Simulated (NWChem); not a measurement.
System: C4H7Cl; SMILES C[C@@H]1C[C@H]1Cl

NWChem input:

```
start job
memory heap 200 mb stack 900 mb global 1100 mb
geometry units angstroms noautosym nocenter noautoz
  C      0.686306     2.257460     0.071674
  C      0.098556     0.967792    -0.434469
  C     -1.290251     0.527984    -0.049421
  C     -0.096433    -0.191682     0.488278
  Cl     0.261452    -1.825408    -0.064420
  H      1.786952     2.222938     0.070951
  H      0.357388     2.469330     1.100983
  H      0.375058     3.107128    -0.556190
  H      0.399933     0.684664    -1.448808
  H     -1.864386     1.145336     0.648668
  H     -1.889729     0.009514    -0.801662
  H      0.160725    -0.067519     1.543692
end
basis spherical
  * library pcsseg-1
end
dft
  xc kt2
  iterations 150
end
property
  shielding
  efieldgrad
end
task dft property
```

Parts of the log:

```
             Northwest Computational Chemistry Package (NWChem) 7.3.0
             --------------------------------------------------------

                             Geometry "geometry" -> ""
                             -------------------------

 Output coordinates in angstroms (scale by  1.889725989 to convert to a.u.)

  No.       Tag          Charge          X              Y              Z
 ---- ---------------- ---------- -------------- -------------- --------------
    1 C                    6.0000     0.68630600     2.25746000     0.07167400
    2 C                    6.0000     0.09855600     0.96779200    -0.43446900
    3 C                    6.0000    -1.29025100     0.52798400    -0.04942100
    4 C                    6.0000    -0.09643300    -0.19168200     0.48827800
    5 Cl                  17.0000     0.26145200    -1.82540800    -0.06442000
    6 H                    1.0000     1.78695200     2.22293800     0.07095100
    7 H                    1.0000     0.35738800     2.46933000     1.10098300
    8 H                    1.0000     0.37505800     3.10712800    -0.55619000
    9 H                    1.0000     0.39993300     0.68466400    -1.44880800
   10 H                    1.0000    -1.86438600     1.14533600     0.64866800
   11 H                    1.0000    -1.88972900     0.00951400    -0.80166200
   12 H                    1.0000     0.16072500    -0.06751900     1.54369200

 Effective nuclear repulsion energy (a.u.)     216.6639762569

                              NWChem Property Module
                              ----------------------

  itol2e modified to match energy
  convergence criterion.

                                 NWChem DFT Module
                                 -----------------

 Summary of "ao basis" -> "ao basis" (spherical)
 ------------------------------------------------------------------------------
       Tag                 Description            Shells   Functions and Types
 ---------------- ------------------------------  ------  ---------------------
 C                          pcsseg-1                 7       17   3s3p1d
 Cl                         pcsseg-1                10       24   4s5p1d
 H                          pcsseg-1                 3        5   2s1p

  itol2e modified to match energy
  convergence criterion.

            General Information
            -------------------
          SCF calculation type: DFT
          Wavefunction type:  closed shell.
          No. of atoms     :    12
          No. of electrons :    48
           Alpha electrons :    24
            Beta electrons :    24
          Charge           :     0
          Spin multiplicity:     1
          Use of symmetry is: off; symmetry adaption is: off
          Maximum number of iterations: 150
          AO basis - number of functions:   127
                     number of shells:    59
          Convergence on energy requested:  1.00D-07
          Convergence on density requested:  1.00D-05
          Convergence on gradient requested:  5.00D-04

              XC Information
              --------------
                          KT2 Method XC Functional
                        Slater Exchange Functional  1.072 local
                           KT1 gradient correction  1.000 non-local
            Perdew 1991 LDA Correlation Functional  0.577 local

             Grid Information
             ----------------
          Grid used for XC integration:  fine
          Radial quadrature: Mura-Knowles
          Angular quadrature: Lebedev.
          Tag              B.-S. Rad. Rad. Pts. Rad. Cut. Ang. Pts.
          ---              ---------- --------- --------- ---------
          C                   0.70       70          11.0       590
          Cl                  1.00      123          13.0       770
          H                   0.35       60          12.0       590
          Grid pruning is: on
          Number of quadrature shells:   823
          Spatial weights used:  Erf1

[...]

          -----------------------------------------
          Chemical Shielding Tensors (GIAO, in ppm)
          -----------------------------------------

                                NWChem CPHF Module
                                ------------------

  scftype          =     RHF
  nclosed          =       24
  nopen            =        0
  variables        =     2472
  # of vectors     =        3
  tolerance        = 0.10D-03
  level shift      = 0.00D+00
  max iterations   =       50
  max subspace     =       30

 SCF residual:    2.3962356987753295E-004

Iterative solution of linear equations
  No. of variables     2472
  No. of equations        3
  Maximum subspace       30
        Iterations       50
       Convergence  1.0D-04

   iter   nsub   residual    time
   ----  ------  --------  ---------
     1      3    6.83D-05     121.5

      Atom:    1  C
        Diamagnetic
    244.3868      6.2998      1.8752
      6.2998    256.0773      4.5472
      1.8752      4.5472    243.5965

        Paramagnetic
    -88.1278      9.0479      0.0067
      9.0479    -79.3102      4.7072
      0.0067      4.7072    -85.7432

        Total Shielding Tensor
    156.2591     15.3477      1.8819
     15.3477    176.7671      9.2544
      1.8819      9.2544    157.8533

           isotropic =     163.6265
          anisotropy =      36.1534

          Principal Components and Axis System
                 1           2           3
              187.7288    155.9561    147.1946

      1         0.4333     -0.4072      0.8040
      2         0.8528     -0.1032     -0.5119
      3         0.2915      0.9075      0.3025

      Atom:    2  C
        Diamagnetic
    249.2571      4.5837      1.3453
      4.5837    257.2456     -4.6867
      1.3453     -4.6867    241.5445

        Paramagnetic
   -120.1692    -14.0368      5.4838
    -14.0368    -71.9284     30.2764
      5.4838     30.2764    -67.2914

        Total Shielding Tensor
    129.0880     -9.4531      6.8291
     -9.4531    185.3172     25.5897
      6.8291     25.5897    174.2532

           isotropic =     162.8861
          anisotropy =      64.8092

          Principal Components and Axis System
                 1           2           3
              206.0923    157.9592    124.6069

      1        -0.0411      0.3609      0.9317
      2         0.7831     -0.5675      0.2544
      3         0.6206      0.7401     -0.2593

      Atom:    3  C
        Diamagnetic
    251.5009     -1.5643     -0.4586
     -1.5643    247.8687     -5.2833
     -0.4586     -5.2833    242.1897

        Paramagnetic
   -114.4664      1.6746      4.8029
      1.6746    -59.8891     27.4416
      4.8029     27.4416    -74.7684

        Total Shielding Tensor
    137.0345      0.1103      4.3443
      0.1103    187.9796     22.1583
      4.3443     22.1583    167.4213

           isotropic =     164.1451
          anisotropy =      57.1092

          Principal Components and Axis System
                 1           2           3
              202.2180    154.0320    136.1855

      1         0.0374      0.2059      0.9779
      2         0.8408     -0.5353      0.0805
      3         0.5401      0.8192     -0.1931

      Atom:    4  C
        Diamagnetic
    245.8648     -2.9877     -2.2694
     -2.9877    260.1418     -1.6135
     -2.2694     -1.6135    238.4525

        Paramagnetic
   -131.8193      6.4097     -4.7648
      6.4097    -78.5956     40.1078
     -4.7648     40.1078   -105.6235

        Total Shielding Tensor
    114.0455      3.4220     -7.0342
      3.4220    181.5462     38.4943
     -7.0342     38.4943    132.8290

           isotropic =     142.8069
          anisotropy =      89.9045

          Principal Components and Axis System
                 1           2           3
              202.7432    120.7435    104.9340

      1        -0.0045      0.7591      0.6510
      2         0.8758      0.3172     -0.3638
      3         0.4827     -0.5685      0.6662

      Atom:    5  Cl
        Diamagnetic
   1144.5483     -2.7108     -0.8053
     -2.7108   1156.3845      3.1189
     -0.8053      3.1189   1144.6703

        Paramagnetic
   -523.3754    -89.8834     -2.2691
    -89.8834   -147.3122    138.3744
     -2.2691    138.3744   -384.4092

        Total Shielding Tensor
    621.1729    -92.5943     -3.0744
    -92.5943   1009.0722    141.4933
     -3.0744    141.4933    760.2611

           isotropic =     796.8354
          anisotropy =     438.0367

          Principal Components and Axis System
                 1           2           3
             1088.8599    707.9591    593.6873

      1        -0.1813      0.3133      0.9322
      2         0.9026     -0.3233      0.2842
      3         0.3904      0.8930     -0.2242

      Atom:    6  H
        Diamagnetic
     38.6336      3.6587      1.0309
      3.6587     26.4094      0.7926
      1.0309      0.7926     22.4443

        Paramagnetic
     -3.9617     -0.2363     -0.2865
     -0.2363      2.3248     -0.1353
     -0.2865     -0.1353      2.4568

        Total Shielding Tensor
     34.6719      3.4224      0.7444
      3.4224     28.7342      0.6572
      0.7444      0.6572     24.9011

           isotropic =      29.4358
          anisotropy =      10.3157

          Principal Components and Axis System
                 1           2           3
               36.3129     27.2071     24.7873

      1         0.9055     -0.4236     -0.0250
      2         0.4161      0.8980     -0.1431
      3         0.0830      0.1192      0.9894

      Atom:    7  H
        Diamagnetic
     23.6253      1.0765     -2.4179
      1.0765     28.9898      6.0031
     -2.4179      6.0031     35.1670

        Paramagnetic
      3.7685     -0.0627      2.0485
     -0.0627      3.4660     -1.5674
      2.0485     -1.5674     -1.5113

        Total Shielding Tensor
     27.3938      1.0138     -0.3694
      1.0138     32.4558      4.4356
     -0.3694      4.4356     33.6557

[...]
```

Level: KT2/pcSseg-1, GIAO. Geometry: optimised at PBE0/def2-SVP. Not confirmed as a minimum by frequencies. NWChem prints the field gradient with the sign opposite to the second derivative of the potential. The printed shielding anisotropy is the first printed principal value minus the mean of the other two.
